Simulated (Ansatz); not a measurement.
Basis sets compared for (KSH)4 cube (K4H4S4). Total charge 0; singlet. Geometry r2SCAN-D4/def2-SVP. Ansatz on 4 threads of Arm Neoverse V1 on a shared host; times are rough, and most runs start from earlier orbitals.

```xyz
12

K     0.131    0.047   -2.685
K    -2.456    0.745    0.789
K     0.505   -2.489    0.880
K     1.821    1.696    1.015
S    -0.502    2.474   -0.874
S    -1.808   -1.687   -1.011
S     2.441   -0.742   -0.785
S    -0.128   -0.045    2.668
H    -0.758    3.722   -1.313
H    -2.724   -2.535   -1.518
H     3.674   -1.116   -1.180
H    -0.197   -0.070    4.014
```

Binding counts from free atoms (K doublet, S triplet, H doublet) in the same basis, without a counterpoise term.

```csv
level,functions,energy (Eh),HOMO (eV),LUMO (eV),binding per atom (eV),wall time
HF/STO-3G,92,-3947.6813,-4.04,5.82,2.23,0.75 s
PBE-D4/def2-SVP,188,-3992.8523,-4.21,-1.00,2.73,7 s
PBE0-D4/def2-SVP,188,-3993.1952,-5.33,-0.51,2.71,9 s
```

Problem. Estimate the rows for HF/def2-TZVP, PBE-D4/def2-TZVP (with forces), PBE0-D4/def2-TZVP.

Solution. 
| level | functions | energy (Eh) | HOMO (eV) | LUMO (eV) | binding per atom (eV) | wall time |
| --- | --- | --- | --- | --- | --- | --- |
| HF/def2-TZVP | 304 | -3989.4613 | -8.09 | 0.65 | 1.91 | 19 s |
| PBE-D4/def2-TZVP (with forces) | 304 | -3993.7052 | -4.41 | -1.00 | 2.70 | 13 s |
| PBE0-D4/def2-TZVP | 304 | -3994.0345 | -5.52 | -0.49 | 2.68 | 25 s |
